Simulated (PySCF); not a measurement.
Ligands exchanged one at a time, In H-NH2. Isolated molecules, 0 K electronic values unless said otherwise. One relaxed conformer stands for each flexible species; it need not be the lowest. Strings in code marks are SMILES.

Quantity: redistribution energy (mixed species minus the weighted end members), in kJ/mol.

Case: 2 of 3 H replaced by NH2: `[NH2][InH][NH2]`. The other species in the difference include `[InH3]` (neutral, multiplicity 1). Geometry of `[NH2][InH][NH2]` (neutral, multiplicity 1, Å):

```xyz
8

N     -1.6230    -0.3781    -0.3945
In    -0.0230     0.7814     0.0550
N      1.6439    -0.3342     0.3443
H     -2.5504    -0.0216    -0.2114
H     -1.5894    -1.3556    -0.1393
H     -0.0727     2.4767     0.1744
H      2.5482     0.0979     0.2169
H      1.6664    -1.2666    -0.0454
```

Task: Predict the redistribution energy (mixed species minus the weighted end members) from r2SCAN-D4/def2-TZVP (PySCF).

Result: -12.53 kJ/mol.
